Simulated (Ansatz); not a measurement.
Calculated with Ansatz (gas phase, PBE0-D4/def2-TZVP geometries, no zero-point term in ΔE). CCSD(T)/CBS is the MP2 limit (def2-TZVPP, def2-QZVPP) plus CCSD(T) − MP2 in def2-TZVPP, frozen cores. This one scheme is used for every species. DFT in def2-TZVPP. HSE06 is defined as in plane-wave codes. Elements past krypton have def2 core potentials. For I outer-core shells are correlated without core-valence functions, which leaves a few kJ/mol of doubt a bond.

Consider the hydrogenolysis of the Si–Cl bond: `Cl[Si](Cl)(Cl)I` + H₂ → `Cl[SiH](Cl)I` + HCl.

`Cl[Si](Cl)(Cl)I`:

Z-matrix (Å, degrees):
```
Si
Cl 1 2.027
Cl 1 2.027 2 108.9
I 1 2.410 2 110.0 3 120.7
Cl 1 2.027 2 108.9 3 -118.6
```

H₂:

```xyz
2

H    -0.018   -0.076   -0.365
H     0.018    0.076    0.365
```

`Cl[SiH](Cl)I`:

Cartesian coordinates in Å:
```
Cl -1.627 1.163 0.337
Si 0.065 0.054 0.120
Cl 1.319 0.993 -1.178
I -0.487 -2.150 -0.706
H 0.731 -0.061 1.427
```

HCl:

```xyz
2

Cl    0.636    0.062    0.006
H    -0.636   -0.062   -0.006
```

```csv
level,ΔE (kJ/mol)
HSE06-D4,69.7
PBE-QIDH,68.5
BLYP,56.8
r2SCAN0,69.2
HF/def2-SVP,39.3
CCSD(T)/def2-SVP,54.4
CCSD(T)/def2-TZVPP,63.2
MP2/def2-QZVPP,80.2
```

Q: What does CCSD(T)/CBS give? (Estimate.)

A: Computed: +69.8 kJ/mol. The listed levels differ from it by -0.1, -1.3, -13.0, -0.6, -30.5, -15.4, -6.6, 10.4 kJ/mol.

Largest T1 diagnostic among the species: 0.009.

In def2-TZVPP, CCSD(T) changes the Hartree–Fock value by +17.7 kJ/mol (the triples alone add +5.3 kJ/mol) and MP2 by +31.0 kJ/mol. From r2SCAN to r2SCAN0 (25 % exact exchange), in def2-TZVPP and without D4, ΔE moves by −3.6 kJ/mol. At CCSD(T), def2-SVP lies −15.4 kJ/mol from the extrapolated value and def2-TZVPP −6.7 kJ/mol.
